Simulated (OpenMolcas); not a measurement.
Nb3+ with 4 ligands (bromide) in tetrahedral coordination (Td). A charge of +0.25 e stands 3.2 Å behind each ligand. Ligand basis ANO-RCC-VDZP.

```json
{
  "Program": "OpenMolcas",
  "Method": "CASSCF",
  "Basis": "ANO-RCC-VDZP [6s5p3d1f]",
  "Scalar Hamiltonian": "DKH2, point nucleus",
  "Active space": "2 electrons in 5 orbitals (4d)",
  "State averaging": "2S+1 = 3 even, 10 roots; 2S+1 = 1 even, 15 roots",
  "Spin-orbit coupling": "state interaction with AMFI integrals over the reference wave functions"
}
```

All ligands move together. At R = 2.36 Å the first state of the same spin is 8364 cm-1, and at R = 2.58 Å it is 6491 cm-1.

Problem. A third run gives 7148 cm-1. What distance was it run at?

Solution. With a power law R^-n the two known points give n = -ln(6491 / 8364) / ln(2.58 / 2.36) = 2.84. Then R = 2.36 × (8364 / 7148)^(1/2.84) = 2.494 Å. The run was at 2.5 Å, so the estimate is off by -0.006 Å.

Without dynamic correlation the repulsion within the d shell is too large (B by tens of per cent), so at a given field states of lower spin stand too high. With metal d orbitals alone the field can be off either way by tens of per cent. Ligand-to-metal charge-transfer states are missing. With no ligand orbital active B as a rule stays too high, so bands that hang on it stand too high and its fall with covalency is understated. The least metal-like active orbital is 70 % on the metal (Löwdin) and no ligand orbital is active, so the numbers are rough (holds for R = 2.36). The least metal-like active orbital is 77 % on the metal (Löwdin) and no ligand orbital is active, so the numbers are rough (holds for R = 2.5). The least metal-like active orbital is 80 % on the metal (Löwdin) and no ligand orbital is active, so the numbers are rough (holds for R = 2.58). No measured value stands beside these numbers; the geometry is a model, was not optimised and need not be the one that this ion takes.
